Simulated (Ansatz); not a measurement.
Al15P15H34⁻, a nanocrystal cut from wurtzite AlP (hydrogen-capped). Charge -1, multiplicity 2. Geometry PBE-D4/def2-SVP, that of the neutral singlet; atoms count from 1.

```xyz
64

Al    3.365   -1.795   -3.337
P     3.500    0.587   -2.827
P     1.070   -2.249   -3.054
Al   -0.327   -0.274   -3.022
Al   -2.674   -3.445   -3.452
P    -2.553   -1.069   -2.906
Al    2.387    1.289   -0.816
P     2.611    3.669   -0.559
P     0.161    0.691   -0.875
Al   -1.181    2.685   -0.843
Al   -3.772   -0.400   -0.935
P    -3.431    1.973   -0.667
Al    1.511    4.632    1.395
P    -0.636    3.666    1.300
Al   -4.525    2.973    1.273
P     4.364   -2.620   -1.284
Al    0.622   -3.923   -1.359
P    -1.709   -4.286   -1.388
Al    3.416   -2.133    0.907
P     3.520    0.280    1.000
P     1.115   -2.619    0.626
Al   -0.400   -0.781    0.905
Al   -2.660   -3.832    0.818
P    -2.627   -1.407    0.881
Al    2.545    0.883    3.127
P     2.651    3.317    3.086
P     0.235    0.433    2.873
Al   -1.190    2.357    3.264
Al   -3.534   -0.802    3.049
P    -3.418    1.639    2.974
H     4.193   -2.172   -4.645
H     2.937    1.319   -3.918
H     4.842    1.083   -2.870
H     0.737   -2.909   -4.283
H     0.118    0.731   -4.193
H    -1.628   -3.719   -4.653
H    -4.209   -3.889   -3.578
H    -3.179   -0.391   -4.004
H     2.080    4.288   -1.733
H     3.980    4.069   -0.671
H    -0.730    3.672   -2.028
H    -5.322   -0.755   -1.061
H    -4.039    2.588   -1.811
H     1.778    6.198    1.517
H    -1.491    4.813    1.401
H    -3.998    4.495    1.394
H    -6.094    2.644    1.231
H     5.771   -2.355   -1.277
H     4.407   -4.043   -1.421
H     1.679   -5.124   -1.493
H    -1.740   -5.714   -1.533
H     4.265   -2.825    2.065
H     4.896    0.682    0.992
H     0.819   -3.512    1.707
H    -4.173   -4.362    0.840
H    -1.567   -4.358    1.886
H     3.365    0.295    4.362
H     4.011    3.749    3.216
H     2.150    3.785    4.341
H    -0.065   -0.446    3.964
H    -0.702    3.131    4.584
H    -5.075   -1.237    3.141
H    -2.461   -1.260    4.167
H    -3.991    2.089    4.211
```

Single mean-field runs in def2-SVP are fitted with def2-universal-jkfit.

Estimate the Mulliken populations of the heavy atoms from the PBE0/def2-SVP orbitals of Ansatz.


```
atom  charge (e)  spin (α − β)
 Al1        0.50          0.12
  P2       -0.25          0.01
  P3       -0.57          0.00
 Al4        0.54          0.02
 Al5        0.42          0.00
  P6       -0.55          0.00
 Al7        0.41          0.44
  P8       -0.25          0.01
  P9       -0.75         -0.04
Al10        0.54          0.02
Al11        0.61          0.00
 P12       -0.55          0.00
Al13        0.50          0.12
 P14       -0.57          0.00
Al15        0.42          0.00
 P16       -0.28         -0.02
Al17        0.56          0.00
 P18       -0.54          0.00
Al19        0.50          0.11
 P20       -0.47         -0.07
 P21       -0.55          0.01
Al22        0.75         -0.01
Al23        0.43          0.00
 P24       -0.79          0.01
Al25        0.50          0.11
 P26       -0.28         -0.02
 P27       -0.55          0.01
Al28        0.56          0.00
Al29        0.43          0.00
 P30       -0.54          0.00
```
Mulliken values depend strongly on the basis.

Where does the spin sit?

Summed by element: Al 0.93, P -0.10, H 0.17, of 1 unpaired in all. Largest on single atoms: Al7 0.44, Al1 0.12, Al13 0.12.

And the Mayer bond orders between heavy atoms (over 0.3, the first 40 of 43)?

Al1–P2 0.67 (2.44 Å); Al1–P3 0.82 (2.36 Å); Al1–P16 0.65 (2.43 Å); P2–Al7 0.67 (2.40 Å); P3–Al4 0.66 (2.42 Å); P3–Al17 0.67 (2.42 Å); Al4–P6 0.79 (2.37 Å); Al4–P9 0.68 (2.40 Å); Al5–P6 0.63 (2.44 Å); Al5–P18 0.65 (2.43 Å); P6–Al11 0.68 (2.41 Å); Al7–P8 0.67 (2.40 Å); Al7–P9 0.87 (2.31 Å); Al7–P20 0.74 (2.37 Å); P8–Al13 0.67 (2.44 Å); P9–Al10 0.68 (2.40 Å); P9–Al22 0.72 (2.38 Å); Al10–P12 0.79 (2.37 Å); Al10–P14 0.66 (2.42 Å); Al11–P12 0.68 (2.41 Å); Al11–P24 0.73 (2.37 Å); P12–Al15 0.63 (2.44 Å); Al13–P14 0.82 (2.36 Å); Al13–P26 0.65 (2.43 Å); P14–Al28 0.67 (2.42 Å); Al15–P30 0.65 (2.43 Å); P16–Al19 0.61 (2.44 Å); Al17–P18 0.83 (2.36 Å); Al17–P21 0.67 (2.43 Å); P18–Al23 0.60 (2.44 Å); Al19–P20 0.68 (2.42 Å); Al19–P21 0.80 (2.37 Å); P20–Al25 0.68 (2.42 Å); P21–Al22 0.70 (2.40 Å); Al22–P24 0.90 (2.31 Å); Al22–P27 0.70 (2.40 Å); Al23–P24 0.64 (2.43 Å); P24–Al29 0.64 (2.43 Å); Al25–P26 0.61 (2.44 Å); Al25–P27 0.80 (2.37 Å).
